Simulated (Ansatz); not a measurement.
Start from `[NH2][Hf]([F])([F])[Cl]` and change one atom or group to get `[NH2][Hf]([F])([F])[F]`.

Ansatz, PBE0-D4/def2-TZVP geometries, multiplicity 1. Each molecule was computed in one conformer, which needn't be the lowest.

Elements past krypton have def2 core potentials.

| property | `[NH2][Hf]([F])([F])[Cl]` |
| --- | --- |
| LUMO energy (PBE0/def2-TZVPP) / eV | -0.76 |
| size of the dipole moment (ωB97M-V/def2-TZVPP) / D | 2.61 |
| size of the dipole moment (PBE/def2-TZVPP) / D | 2.64 |
| HOMO energy (ωB97M-V/def2-TZVPP) / eV | -10.56 |
| HOMO energy (PBE/def2-TZVPP) / eV | -6.81 |
| HOMO energy (PBE0/def2-TZVPP) / eV | -8.24 |

Q: What does the change do to each property? (Estimate.)

A: Computed: 
```json
{"property": "LUMO energy (PBE0/def2-TZVPP) / eV", "`[NH2][Hf]([F])([F])[F]`": "-0.59", "shift": "0.17"}
{"property": "size of the dipole moment (ωB97M-V/def2-TZVPP) / D", "`[NH2][Hf]([F])([F])[F]`": "2.35", "shift": "-0.26"}
{"property": "size of the dipole moment (PBE/def2-TZVPP) / D", "`[NH2][Hf]([F])([F])[F]`": "2.37", "shift": "-0.27"}
{"property": "HOMO energy (ωB97M-V/def2-TZVPP) / eV", "`[NH2][Hf]([F])([F])[F]`": "-10.51", "shift": "0.05"}
{"property": "HOMO energy (PBE/def2-TZVPP) / eV", "`[NH2][Hf]([F])([F])[F]`": "-6.67", "shift": "0.14"}
{"property": "HOMO energy (PBE0/def2-TZVPP) / eV", "`[NH2][Hf]([F])([F])[F]`": "-8.14", "shift": "0.10"}
```

With PBE0 the HOMO rises by 0.10 eV and the LUMO rises by 0.17 eV, so the gap widens by about 0.07 eV. PBE moves the HOMO by 0.14 eV and ωB97M-V by 0.05 eV. Dipoles are sizes alone; their direction can turn.
